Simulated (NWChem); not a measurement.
System: CH2Cl2GeO; SMILES O=[CH][GeH]([Cl])[Cl]

Input file for NWChem:

```
start job
memory heap 200 mb stack 900 mb global 1100 mb
geometry units angstroms noautoz
  O      1.557239     2.284725     0.912691
  C      1.306649     1.431230     0.096309
  Ge    -0.001271    -0.057729     0.525888
  Cl    -1.594553     0.025197    -0.957447
  Cl     1.058152    -1.946326     0.290417
  H      1.774666     1.409294    -0.935068
  H     -0.614642     0.015246     1.945483
end
basis spherical
  * library def2-svp
end
dft
  xc b3lyp
  iterations 150
  mulliken
end
task dft energy
```

Excerpt of the output:

```
             Northwest Computational Chemistry Package (NWChem) 7.3.0
             --------------------------------------------------------

 CS  symmetry detected

                             Geometry "geometry" -> ""
                             -------------------------

 Output coordinates in angstroms (scale by  1.889725989 to convert to a.u.)

  No.       Tag          Charge          X              Y              Z
 ---- ---------------- ---------- -------------- -------------- --------------
    1 O                    8.0000     0.05443432    -2.84486071     0.00000000
    2 C                    6.0000     0.64158767    -1.78988259     0.00000000
    3 Ge                  32.0000    -0.38027945    -0.03831780     0.00000000
    4 Cl                  17.0000     0.23625816     1.07739609    -1.76641636
    5 Cl                  17.0000     0.23625816     1.07739609     1.76641636
    6 H                    1.0000     1.77187035    -1.71425106     0.00000000
    7 H                    1.0000    -1.92070612    -0.19286511     0.00000000

 Effective nuclear repulsion energy (a.u.)     526.9742527010

      Symmetry information
      --------------------

 Group name             Cs
 Group number              2
 Group order               2
 No. of unique centers     6

                                 NWChem DFT Module
                                 -----------------

 Summary of "ao basis" -> "ao basis" (spherical)
 ------------------------------------------------------------------------------
       Tag                 Description            Shells   Functions and Types
 ---------------- ------------------------------  ------  ---------------------
 O                          def2-svp                 6       14   3s2p1d
 C                          def2-svp                 6       14   3s2p1d
 Ge                         def2-svp                12       32   5s4p3d
 Cl                         def2-svp                 8       18   4s3p1d
 H                          def2-svp                 3        5   2s1p

      Symmetry analysis of basis
      --------------------------

        a'         68
        a"         38

            General Information
            -------------------
          SCF calculation type: DFT
          Wavefunction type:  closed shell.
          No. of atoms     :     7
          No. of electrons :    82
           Alpha electrons :    41
            Beta electrons :    41
          Charge           :     0
          Spin multiplicity:     1
          Use of symmetry is: on ; symmetry adaption is: on
          Maximum number of iterations: 150
          AO basis - number of functions:   106
                     number of shells:    46
          Convergence on energy requested:  1.00D-06
          Convergence on density requested:  1.00D-05
          Convergence on gradient requested:  5.00D-04

              XC Information
              --------------
                         B3LYP Method XC Potential
                     Hartree-Fock (Exact) Exchange  0.200
                        Slater Exchange Functional  0.800 local
                    Becke 1988 Exchange Functional  0.720 non-local
              Lee-Yang-Parr Correlation Functional  0.810
                  VWN I RPA Correlation Functional  0.190 local

             Grid Information
             ----------------
          Grid used for XC integration:  medium
          Radial quadrature: Mura-Knowles
          Angular quadrature: Lebedev.
          Tag              B.-S. Rad. Rad. Pts. Rad. Cut. Ang. Pts.
          ---              ---------- --------- --------- ---------
          O                   0.60       49          11.0       434
          C                   0.70       49           9.0       434
          Ge                  1.25      112           9.0       590
          Cl                  1.00       88          10.0       590
          H                   0.35       45          11.0       434
          Grid pruning is: on
          Number of quadrature shells:   388
          Spatial weights used:  Erf1

      Superposition of Atomic Density Guess
      -------------------------------------

 Sum of atomic energies:       -3107.00505118

      Non-variational initial energy
      ------------------------------

 Total energy =   -3108.230485
 1-e energy   =   -5371.015218
 2-e energy   =    1735.810479
 HOMO         =      -0.265281
 LUMO         =      -0.058674

      Symmetry analysis of molecular orbitals - initial
      -------------------------------------------------

  Numbering of irreducible representations:

     1 a'          2 a"

  Orbital symmetries:

     1 a'          2 a'          3 a"          4 a'          5 a'
     6 a'          7 a"          8 a'          9 a'         10 a'
    11 a"         12 a'         13 a"         14 a'         15 a'
    16 a"         17 a"         18 a'         19 a'         20 a"
    21 a'         22 a'         23 a'         24 a"         25 a'
    26 a"         27 a'         28 a'         29 a"         30 a'
    31 a'         32 a'         33 a"         34 a'         35 a"
    36 a'         37 a'         38 a"         39 a"         40 a'
    41 a'         42 a"         43 a'         44 a'         45 a"
    46 a'         47 a'         48 a'         49 a'         50 a'
    51 a"

     ---------------------------------------------
      Total Density - Mulliken Population Analysis
     ---------------------------------------------

    Atom       Charge   Shell Charges
 -----------   ------   -------------------------------------------------------
    1 O    8     8.66   1.99  1.13  0.69  3.02  1.82  0.01
    2 C    6     5.54   1.99  0.95  0.36  1.49  0.67  0.07
    3 Ge  32    30.84   2.00  2.00  2.00  1.06  0.14  6.00  5.98  0.90  0.63  8.14  1.81  0.20
    4 Cl  17    17.47   2.00  1.99  1.23  0.73  5.94  2.16  3.41  0.01
    5 Cl  17    17.47   2.00  1.99  1.23  0.73  5.94  2.16  3.41  0.01
    6 H    1     0.94   0.68  0.24  0.02
    7 H    1     1.08   0.67  0.40  0.01

   convergence    iter        energy       DeltaE   RMS-Dens  Diis-err
 ---------------- ----- ----------------- --------- --------- ---------
 d= 0,ls=0.0,diis     1  -3111.2716350083 -3.64D+03  2.14D-02  1.20D+00
 d= 0,ls=0.0,diis     2  -3110.7976784816  4.74D-01  1.40D-02  5.78D+00
 d= 0,ls=0.0,diis     3  -3111.4172546750 -6.20D-01  3.24D-03  9.73D-02
 d= 0,ls=0.0,diis     4  -3111.4238870315 -6.63D-03  1.61D-03  3.16D-02
 d= 0,ls=0.0,diis     5  -3111.4279931900 -4.11D-03  2.12D-04  1.66D-03
  Resetting Diis
 d= 0,ls=0.0,diis     6  -3111.4281051576 -1.12D-04  5.66D-05  4.84D-05
 d= 0,ls=0.0,diis     7  -3111.4281083838 -3.23D-06  4.86D-05  4.48D-06
 d= 0,ls=0.0,diis     8  -3111.4281075762  8.08D-07  2.47D-05  1.33D-05
 d= 0,ls=0.0,diis     9  -3111.4281089133 -1.34D-06  4.38D-06  6.32D-07
 d= 0,ls=0.0,diis    10  -3111.4281089789 -6.55D-08  8.57D-07  1.20D-08

         Total DFT energy =    -3111.428108978891
      One electron energy =    -5370.586633996786
           Coulomb energy =     1882.549868931797
    Exchange-Corr. energy =     -150.365596614858
 Nuclear repulsion energy =      526.974252700957

 Numeric. integr. density =       82.000012984447

                  Occupations of the irreducible representations
                  ----------------------------------------------

                     irrep           alpha         beta
                     --------     --------     --------
                     a'               27.0         27.0
                     a"               14.0         14.0

                       DFT Final Molecular Orbital Analysis
                       ------------------------------------

 Vector   39  Occ=2.000000D+00  E=-3.303643D-01  Symmetry=a'
              MO Center=  2.0D-02,  8.1D-01, -4.4D-13, r^2= 4.6D+00
   Bfn.  Coefficient  Atom+Function         Bfn.  Coefficient  Atom+Function
  ----- ------------  ---------------      ----- ------------  ---------------
    71      0.398029  4 Cl px                89      0.398029  5 Cl px
    68      0.303598  4 Cl px                86      0.303598  5 Cl px
   103      0.197828  7 H  s                102      0.184522  7 H  s
    65      0.175730  4 Cl px                83      0.175730  5 Cl px
    43      0.128979  3 Ge px                72      0.121541  4 Cl py

 Vector   40  Occ=2.000000D+00  E=-3.239341D-01  Symmetry=a"
              MO Center=  2.1D-01,  1.0D+00, -2.9D-14, r^2= 4.3D+00
   Bfn.  Coefficient  Atom+Function         Bfn.  Coefficient  Atom+Function
  ----- ------------  ---------------      ----- ------------  ---------------
    73      0.357121  4 Cl pz                91      0.357121  5 Cl pz
    70      0.265142  4 Cl pz                88      0.265142  5 Cl pz
    72      0.252174  4 Cl py                90     -0.252174  5 Cl py
    69      0.193124  4 Cl py                87     -0.193124  5 Cl py
    67      0.153669  4 Cl pz                85      0.153669  5 Cl pz

 Vector   41  Occ=2.000000D+00  E=-2.714666D-01  Symmetry=a'
              MO Center=  2.5D-01, -1.6D+00,  1.1D-15, r^2= 3.8D+00
   Bfn.  Coefficient  Atom+Function         Bfn.  Coefficient  Atom+Function
  ----- ------------  ---------------      ----- ------------  ---------------
     4      0.400930  1 O  px                 7      0.299875  1 O  px
    32      0.273398  3 Ge s                  5     -0.261455  1 O  py
    97     -0.240963  6 H  s                 98     -0.215833  6 H  s
     8     -0.203000  1 O  py                41     -0.200946  3 Ge py
    17      0.193479  2 C  s                 72      0.171801  4 Cl py

 Vector   42  Occ=0.000000D+00  E=-8.992913D-02  Symmetry=a"
              MO Center=  3.2D-01, -1.7D+00,  1.3D-15, r^2= 2.7D+00
   Bfn.  Coefficient  Atom+Function         Bfn.  Coefficient  Atom+Function
  ----- ------------  ---------------      ----- ------------  ---------------
    20     -0.438290  2 C  pz                23     -0.425701  2 C  pz
     6      0.412330  1 O  pz                 9      0.403079  1 O  pz
    45     -0.301412  3 Ge pz                42     -0.166325  3 Ge pz
    72      0.159250  4 Cl py                90     -0.159250  5 Cl py
    64     -0.110685  4 Cl s                 82      0.110685  5 Cl s

 Vector   43  Occ=0.000000D+00  E=-3.847757D-02  Symmetry=a'
              MO Center= -1.8D-01,  3.2D-01,  8.4D-15, r^2= 4.1D+00
   Bfn.  Coefficient  Atom+Function         Bfn.  Coefficient  Atom+Function
  ----- ------------  ---------------      ----- ------------  ---------------
    32      0.918295  3 Ge s                103     -0.412662  7 H  s
    73     -0.408115  4 Cl pz                91      0.408115  5 Cl pz
    31     -0.404903  3 Ge s                 33      0.377057  3 Ge s
    44      0.335055  3 Ge py                17     -0.321292  2 C  s
    41      0.268859  3 Ge py                98      0.218877  6 H  s

 Vector   44  Occ=0.000000D+00  E= 1.216945D-02  Symmetry=a'
              MO Center= -3.3D-01, -6.0D-01, -1.7D-14, r^2= 4.4D+00
   Bfn.  Coefficient  Atom+Function         Bfn.  Coefficient  Atom+Function
  ----- ------------  ---------------      ----- ------------  ---------------
    44      0.993558  3 Ge py                17      0.971834  2 C  s
    33     -0.679577  3 Ge s                103      0.647664  7 H  s
    98     -0.611810  6 H  s                 22      0.520573  2 C  py
    32     -0.343470  3 Ge s                 41      0.295784  3 Ge py
    19      0.227307  2 C  py                 3      0.213110  1 O  s

     ---------------------------------------------
      Total Density - Mulliken Population Analysis
     ---------------------------------------------

    Atom       Charge   Shell Charges
 -----------   ------   -------------------------------------------------------
    1 O    8     8.17   1.99  1.12  0.68  2.81  1.56  0.02
    2 C    6     5.95   1.99  0.97  0.30  1.94  0.69  0.07
    3 Ge  32    31.42   2.00  2.00  1.99  1.27  0.02  6.00  5.97  1.28  0.65  8.09  1.82  0.32
    4 Cl  17    17.23   2.00  1.98  1.28  0.69  5.93  2.15  3.19  0.02
    5 Cl  17    17.23   2.00  1.98  1.28  0.69  5.93  2.15  3.19  0.02
    6 H    1     0.95   0.74  0.19  0.02
    7 H    1     1.04   0.71  0.32  0.01

     -------------------------------------------
      Total Density - Lowdin Population Analysis
     -------------------------------------------

    Atom       Charge   Shell Charges
 -----------   ------   -------------------------------------------------------
    1 O    8     8.09   1.98  0.94  0.65  2.67  1.83  0.03
    2 C    6     5.98   1.97  0.65  0.37  1.74  1.09  0.17
    3 Ge  32    31.85   2.00  2.00  1.94  0.85  0.35  5.99  5.81  1.33  1.04  7.80  2.05  0.70
    4 Cl  17    17.02   2.00  1.96  1.06  0.79  5.82  2.25  3.13  0.02
    5 Cl  17    17.02   2.00  1.96  1.06  0.79  5.82  2.25  3.13  0.02
    6 H    1     0.99   0.64  0.28  0.07
    7 H    1     1.04   0.61  0.41  0.03

     Multipole analysis of the density
     ---------------------------------

     L   x y z        total         alpha         beta         nuclear
     -   - - -        -----         -----         ----         -------
     0   0 0 0     -0.000000    -41.000000    -41.000000     82.000000

     1   1 0 0      0.047581      0.023790      0.023790      0.000000
     1   0 1 0     -0.095482     -0.047741     -0.047741      0.000000
     1   0 0 1     -0.000000     -0.000000     -0.000000      0.000000

     2   2 0 0    -37.843827    -47.218237    -47.218237     56.592647
     2   1 1 0     -1.610193      2.186183      2.186183     -5.982559
     2   1 0 1     -0.000000     -0.000000     -0.000000      0.000000
     2   0 2 0    -45.278448   -248.432934   -248.432934    451.587420
     2   0 1 1     -0.000000     -0.000000     -0.000000      0.000000
     2   0 0 2    -41.489356   -210.167696   -210.167696    378.846036
```

Level: B3LYP/def2-SVP. All runs use the structure optimised with PBE-D3(BJ)/def2-SVP. B3LYP is NWChem's, with the RPA form of VWN correlation.
